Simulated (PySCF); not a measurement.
Compound: C6H9F2 (doublet state).
Structure used (GFN2-xTB), in Å, numbered top down from 1:
```
atom  x, y, z in Å
C1    -2.3530   -0.3282   -1.1771
C2    -1.6500    0.6856   -0.2693
C3    -0.2225    0.3392   -0.0793
C4     0.3831    0.2352    1.1505
C5     1.7023   -0.1034    1.3716
C6     2.6584   -0.4184    0.2771
F7     2.8287    0.6333   -0.5828
F8     2.2229   -1.4443   -0.5161
H9    -3.3898   -0.0411   -1.3335
H10   -2.3296   -1.3166   -0.7252
H11   -1.8575   -0.3814   -2.1433
H12   -2.1606    0.7451    0.6942
H13   -1.7148    1.6715   -0.7454
H14    0.3454    0.1527   -0.9779
H15   -0.2192    0.4342    2.0287
H16    2.0925   -0.1534    2.3732
H17    3.6568   -0.6979    0.6447
```

The hyperfine couplings belong to this conformer and change with its torsions.

The species is `CC[CH]/C=C\C(F)F` [radical].

Method used: PySCF, UKS B3LYP, pcH-1 on C F H, non-relativistic, mean-field spin-orbit, GIAO. Isolated species at its GFN2-xTB geometry (one conformer only). The geometry wasn't refined by DFT: couplings that depend on bond lengths, twists or pyramidal angles can differ widely from those at the functional's own minimum. Stability of the SCF solution: not tested. ⟨S²⟩ is 0.774 where a pure state has 0.75.

Principal values of hyperfine tensors in MHz (contact and dipolar terms together), for some of the nuclei:

```csv
atom,isotope,A1,A2,A3
H13,1H,74.20,75.80,83.91
F7,19F,23.80,26.45,155.01
C5,13C,3.90,5.64,157.19
C3,13C,3.51,4.66,148.96
C4,13C,-71.52,-35.32,-29.54
H16,1H,-67.35,-42.82,-16.80
H14,1H,-57.66,-40.11,-15.58
C1,13C,31.26,31.45,38.70
```

Q: Give the isotropic coupling of each nucleus in MHz and in mT (g = 2.0026), and the anisotropic part.

A: a_iso is a third of the trace, T = A − a_iso, and a(mT) = a(MHz)/(g × 13.996).

```csv
atom,a_iso (MHz),a_iso (mT),T1,T2,T3
H13,77.97,2.782,-3.77,-2.17,5.94
F7,68.42,2.441,-44.62,-41.97,86.59
C5,55.58,1.983,-51.68,-49.94,101.62
C3,52.38,1.869,-48.87,-47.72,96.58
C4,-45.46,-1.622,-26.06,10.14,15.92
H16,-42.32,-1.510,-25.02,-0.49,25.52
H14,-37.78,-1.348,-19.88,-2.32,22.20
C1,33.80,1.206,-2.54,-2.36,4.90
```

Q: What spin density at the nucleus of C1 lies behind its contact coupling (g_N = 1.40482)?

A: a_FC = 800.24 MHz bohr³ × g_N × ρ(0)/(2S). With a_FC = 33.80 MHz and 2S = 1, ρ(0) = 0.03007 bohr⁻³.

Q: F8 (19F, g_N = 5.25774) isn't in the table. Its spin density at the nucleus is 0.01331 bohr⁻³. What is its contact coupling?

A: By the same relation, a_FC = 56.0 MHz. Its full tensor has the principal values 15.15, 17.37, 135.46 MHz.

Q: Name the largest traceless tensor T of the table and describe it.

A: C5: -51.7, -49.9, 101.6 MHz, axial, in the ratio −1:−1:+2, the form that spin in one p orbital centred on that nucleus gives.

Q: What first-order splitting does C5 cause when the field lies along A1, A2 or A3 of its tensor (g taken as isotropic, no quadrupole term)?

A: 2 lines (I = 1/2), spaced by |A_i|/(g × 13.996): 0.14, 0.20, 5.61 mT along the axes of A1, A2 and A3.

On one thread, AMD EPYC (x86_64), no GPU (shared host), this took 2.6 min wall (with the writing of density and orbital grids) and 1.0 GiB of memory at its peak.
